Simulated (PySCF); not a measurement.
## Gallium: a sound run and one with changed settings

Sound run: Ga+ [Ar] 3d10 4s2, Ga(2+) [Ar] 3d10 4s1. Calculation: PySCF 2.14, in cc-pVTZ-DK (6s5p3d1f, 43 functions); the spin-free X2C one-electron Hamiltonian (Gaussian nucleus). The sound run starts from symmetry-adapted Hartree-Fock orbitals and uses a fine grid where one is needed.

Changed run: 6 angular points. This setting is unsound on purpose.

```tsv
species	method	sound run (hartree)	changed run (hartree)	converged
Ga+	UHF	-1941.97146	-1941.97146	yes
Ga+	M06-L	-1943.54211	-1946.00668	yes
Ga+	LDA	-1940.45362	-1942.12419	yes
Ga(2+)	UHF	-1941.28160	-1941.28160	yes
Ga(2+)	M06-L	-1942.78416	-1945.20193	no
Ga(2+)	LDA	-1939.67594	-1941.26111	yes
```

Ionisation energy of Ga+:

```json
{"method": "UHF", "sound run (eV)": "18.772", "changed run (eV)": "18.772"}
{"method": "LDA", "sound run (eV)": "21.162", "changed run (eV)": "23.486"}
```

A coarse angular grid integrates products of high-l functions wrongly, so density functionals can shift, and the SCF can exploit the error; Hartree-Fock and MP2 need no grid.

For comparison, NIST gives 20.515 eV between the lowest levels.
